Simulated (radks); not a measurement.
Values are calculated unless marked as measured or tabulated.
Species: As I. Configuration: [Ar] 3d10 4s2 4p3. Level of theory: non-relativistic Kohn-Sham, exchange-only B88, spin-polarised, spherical densities, point nucleus; open shells are filled with parallel spins first (a radial shooting solver on a logarithmic mesh with Libxc functionals).

Normalised radial functions P(r) = r R(r), r in bohr:

r         4s down  4p down
0.004027   0.0492   0.0014
0.005329   0.0623   0.0024
0.00705    0.0776   0.0040
0.009329   0.0946   0.0068
0.01224    0.1116   0.0111
0.0162     0.1270   0.0182
0.02144    0.1359   0.0293
0.02836    0.1319   0.0457
0.03753    0.1070   0.0687
0.04965    0.0541   0.0981
0.0657    -0.0282   0.1307
0.08624   -0.1249   0.1571
0.1141    -0.2100   0.1634
0.151     -0.2304   0.1286
0.1998    -0.1396   0.0391
0.2643     0.0609  -0.0944
0.3497     0.2841  -0.2232
0.4627     0.3799  -0.2722
0.6073     0.2432  -0.1890
0.8036    -0.1075   0.0252
1.063     -0.5079   0.2979
1.407     -0.7609   0.5274
1.861     -0.7651   0.6340
2.463     -0.5712   0.5995
3.259     -0.3229   0.4698
4.277     -0.1403   0.3163
5.659     -0.0425   0.1777
7.488     -0.0084   0.0812
9.908     -0.0010   0.0286

4s down: eigenvalue -11.280 eV, 3 radial nodes at r = 0.0603, 0.245, 0.745 bohr, <r> = 1.97 bohr, 90 % of the charge inside 2.98 bohr. 4p down (empty): eigenvalue -2.516 eV, 2 radial nodes at r = 0.218, 0.782 bohr, <r> = 2.76 bohr, 90 % of the charge inside 4.49 bohr.
